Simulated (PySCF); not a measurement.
**Where the electron goes**

trans-Si(PH3)2F4.
Geometry (PBE0-D3(BJ)/def2-SVP, Å), atoms numbered from 1 in this order:
```xyz
13
F4H6P2Si angstrom
Si     0.0120   -0.0202    0.0019
P      0.0096   -0.0245    2.4127
H      0.3844    1.1685    3.0746
H      0.8706   -0.9507    3.0453
H     -1.2068   -0.3100    3.0768
P     -0.0030    0.0174   -2.4094
H      1.1884    0.3610   -3.0908
H     -0.9025    0.9427   -2.9878
H     -0.3655   -1.1598   -3.1062
F      1.6743   -0.0205    0.0336
F     -1.6515   -0.0179   -0.0348
F      0.0125    1.6440   -0.0197
F      0.0081   -1.6820    0.0260
```

Level of theory: TDDFT CAM-B3LYP/def2-SVPD, vertical, gas phase, core orbitals frozen in the response in PySCF.

Kohn–Sham orbitals with the atoms that hold most of them (Löwdin shares over 4%, at most four atoms; ? is withheld):

| orbital | ε (eV) | atoms |
| --- | --- | --- |
| LUMO+2 | 1.27 | P6 17%, P2 16%, H9 13%, H3 12% |
| LUMO+1 | 1.23 | P6 26%, P2 25%, H8 14%, H4 13% |
| LUMO | 0.79 | ? |
| HOMO | ? | ? |
| HOMO-1 | -10.88 | P2 24%, P6 24%, Si1 14%, F12 5% |
| HOMO-2 | -11.04 | F11 25%, F13 25%, F12 25%, F10 25% |
| HOMO-3 | -11.97 | F12 26%, F13 25%, F10 24%, F11 24% |

(1) Which atoms hold the HOMO, and with what shares?

(2) Give the leading atoms of the LUMO.

(3) What is the HOMO energy, and the HOMO–LUMO gap?

Results:

(1) P6 (bonded to Si and 3 H) 20%; P2 (bonded to Si and 3 H) 20%; F12 (bonded to Si) 11%; F11 (bonded to Si) 11%. By element: phosphorus 40%, fluorine 22% or more.

(2) P2 (bonded to Si and 3 H) 16%; P6 (bonded to Si and 3 H) 16%; Si1 (bonded to 4 F and 2 P) 14%; H4 (bonded to P) 8%. By element: phosphorus 32%, silicon 14%, hydrogen 8% or more.

(3) ε(HOMO) = -9.93 eV; the gap is 10.72 eV (0.3940 hartree).

Q: The HOMO–LUMO gap is 10.72 eV. Where does the response calculation put the lowest singlet, and from which orbitals?

A: S1 is at 7.81 eV (f = 0.0010), 2.91 eV below the gap, made of HOMO→LUMO+1 (74%), HOMO-1→LUMO+4 (17%). Its leading pair isn't HOMO and LUMO; the energies of that pair differ by 11.16 eV. 

Q: One configuration dominates each of S1, S3 and S8. Which, and how do the shares of the two leading atoms of either orbital change from the occupied to the empty one?

A: 
- S1 (7.81 eV, f 0.0010), HOMO→LUMO+1 (74%): P6 20% → 26%, P2 20% → 25%
- S3 (7.94 eV, f 0.447), HOMO→LUMO (87%): P6 20% → 16%, P2 20% → 16%
- S8 (9.11 eV, f 0.0000), HOMO-2→LUMO (89%): F11 25% → at most 8%, F13 25% → at most 8%, P2 at most 1% → 16%, P6 at most 1% → 16%

Löwdin shares depend on the basis, the more so with diffuse functions.

Time: 41 s wall (grids of density and orbitals included); peak memory 1.0 GiB. Hardware: one thread of an Intel Xeon 6975P-C (shared host).
